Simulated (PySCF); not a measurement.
# Frontier orbitals and the lowest excitations

Compound: C9H10O.
Z-matrix (Å and degrees, PBE0-D3(BJ)/def2-SVP geometry), rows numbered from 1:
```
C 
C   1  1.3324
C   2  1.4981  1  123.96
O   3  1.4102  2  112.78  1   128.07
C   4  1.3510  3  120.00  2    78.96
C   5  1.3999  4  124.88  3     1.96
C   6  1.3964  5  119.69  4   179.28
C   7  1.3908  6  121.04  5     0.19
C   8  1.3973  7  119.03  6    -0.01
C   9  1.3882  8  120.59  7    -0.07
H   1  1.0931  2  121.80  3   178.66
H   1  1.0952  2  121.36  3    -1.12
H   2  1.0964  1  119.71  3  -179.52
H   3  1.1067  2  110.88  1  -107.98
H   3  1.0997  2  110.04  1    10.29
H   6  1.0904  5  121.16  4    -0.98
H   7  1.0930  6  118.92  5   179.99
H   8  1.0918  7  120.46  6   179.84
H   9  1.0929  8  120.06  7   179.90
H  10  1.0916  5  118.04  4     0.56
```

Level of theory: PySCF, TDDFT CAM-B3LYP/def2-SVPD, vertical, gas phase, core orbitals frozen in the response.

Kohn–Sham orbitals with the atoms that hold most of them (Löwdin shares over 4%, at most four atoms; ? is withheld):

```tsv
orbital	ε (eV)	atoms
LUMO+2	1.18	C5 19%, C8 18%, C9 11%, C7 10%
LUMO+1	0.99	C1 27%, C2 25%, H12 5%, H11 5%
LUMO	0.75	C7 16%, C10 15%, C9 14%, C6 12%
HOMO	?	?
HOMO-1	-8.56	?
HOMO-2	-9.24	C1 37%, C2 35%, C3 7%, O4 5%
HOMO-3	-10.67	O4 25%, C8 13%, C7 10%, C3 9%
```

(1) Give the leading atoms of the HOMO.

(2) Give the leading atoms of the HOMO-1.

(3) What is the HOMO energy, and the HOMO–LUMO gap?

Answers

(1) O4 (bonded to 2 C) 20%; C8 (bonded to 2 C and H) 20%; C5 (bonded to 2 C and O) 15%; C10 (bonded to 2 C and H) 12%. By element: carbon 46% or more, oxygen 20%.

(2) C6 (bonded to 2 C and H) 21%; C9 (bonded to 2 C and H) 21%; C10 (bonded to 2 C and H) 19%; C7 (bonded to 2 C and H) 18%.

(3) ε(HOMO) = -7.64 eV; the gap is 8.39 eV (0.3083 hartree).

**Question.** The HOMO–LUMO gap is 8.39 eV. Where does the response calculation put the lowest singlet, and from which orbitals?

**Answer.** S1 is at 5.16 eV (f = 0.033), 3.23 eV below the gap, made of HOMO→LUMO (68%), HOMO-1→LUMO+2 (17%), HOMO→LUMO+1 (11%). 

Next come S2 at 5.89 eV (f 0.119), HOMO→LUMO+2 (64%), HOMO-1→LUMO (17%); S3 at 6.09 eV (f 0.0063), HOMO→LUMO+1 (69%), HOMO→LUMO (11%), HOMO→LUMO+2 (9%); S4 at 6.51 eV (f 0.0024), HOMO→LUMO+3 (67%), HOMO→LUMO+4 (22%); S5 at 6.86 eV (f 0.870), HOMO-1→LUMO (64%), HOMO→LUMO+2 (18%).

Löwdin shares depend on the basis, the more so with diffuse functions.

One conformer stands for the species.
